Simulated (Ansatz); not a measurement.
Calculated with Ansatz (gas phase, PBE0-D4/def2-TZVP geometries, no zero-point term in ΔE). CBS: MP2 limit from def2 TZ/QZ plus the TZ coupled-cluster correction, frozen cores. This one scheme is used for every species. DFT in def2-TZVPP. B3LYP here is the variant with VWN-RPA as its local correlation; programs differ in this. For Se outer-core shells are correlated without core-valence functions, which leaves a few kJ/mol of doubt a bond. Scalar relativity is left out up to krypton. Each species was taken in one conformer, which may not be the lowest.

Consider the hydrogenolysis of the Si–Se bond: `[SeH][SiH]1CS1` + H₂ → `C1[SiH2]S1` + H₂Se.

| level | ΔE (kJ/mol) |
| --- | --- |
| r2SCAN-D4 | 52.7 |
| B3LYP-D4 | 47.2 |
| ωB97M-V | 45.2 |
| PBE0 | 44.0 |
| B3LYP | 35.0 |
| HF/def2-TZVPP | 22.3 |
| SCS-MP2/def2-QZVPP | 50.1 |
| CCSD/CBS(def2) | 44.6 |

Q: What does CCSD(T)/CBS give? (Estimate.)

A: Computed: +50.5 kJ/mol. The listed levels differ from it by 2.2, -3.3, -5.3, -6.5, -15.5, -28.2, -0.4, -5.9 kJ/mol.

Largest T1 diagnostic among the species: 0.012.

In def2-TZVPP, CCSD(T) changes the Hartree–Fock value by +22.0 kJ/mol (the triples alone add +5.8 kJ/mol) and MP2 by +34.1 kJ/mol. The D4 term adds +12.1 kJ/mol with B3LYP and +6.6 kJ/mol with PBE0; it sums over pairs of atoms, weighted by their polarisabilities, and B3LYP, whose exchange is more repulsive, gets the larger term.
